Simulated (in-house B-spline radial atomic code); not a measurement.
A run on neutral europium that did not converge. Method: scalar-relativistic (X2C) CAM-B3LYP, spin-polarised, spherical fractional occupations, Fermi nucleus of rms radius 5.1115 fm; computed with a B-spline radial code for spherical atoms. In the input, 2p2,3 would mean two up and three down electrons.

Command:
```bash
python run_scf.py task.json out
```
Settings (nuclear radius in fm, mass in u):
```
Z                63
configuration    1s2 2s2 2p6 3s2 3p6 3d10 4s2 4p6 4d10 4f5,2 5s2 5p6 6s2
hamiltonian      x2c
method           camb3lyp
spin_polarised   True
nucleus          fermi
rms_radius       5.1115
atomic_mass      152.92124
speed_of_light   137.035999084
```

First and last ten iterations of the last attempt (damped for 15 steps, keeping 80 % of the old Fock matrix, then DIIS):
```
 iter        energy (Eh)    residual
    1      -10815.257669    6.15e-01
    2      -10817.547632    9.52e-01
    3      -10830.537545    6.19e-01
    4      -10837.372578    3.58e-01
    5      -10840.757738    2.35e-01
    6      -10842.329482    1.55e-01
    7      -10843.016379    9.86e-02
    8      -10843.305280    6.37e-02
    9      -10843.428221    4.38e-02
   10      -10843.484651    3.42e-02
  111      -10842.960572    6.68e-02
  112      -10842.799297    7.53e-02
  113      -10841.970955    1.10e-01
  114      -10843.550341    5.99e-03
  115      -10843.553522    4.39e-03
  116      -10843.553251    4.51e-03
  117      -10843.553354    4.33e-03
  118      -10843.553966    3.51e-03
  119      -10843.026570    6.30e-02
  120      -10842.383530    9.37e-02
 not converged after 120 iterations
```

The smallest residual met was 1.1e-03; the threshold is about 6e-07. No energy from this run should be used. Run time, properties included: 76 s on 1 thread of Arm Neoverse V2 (shared host).
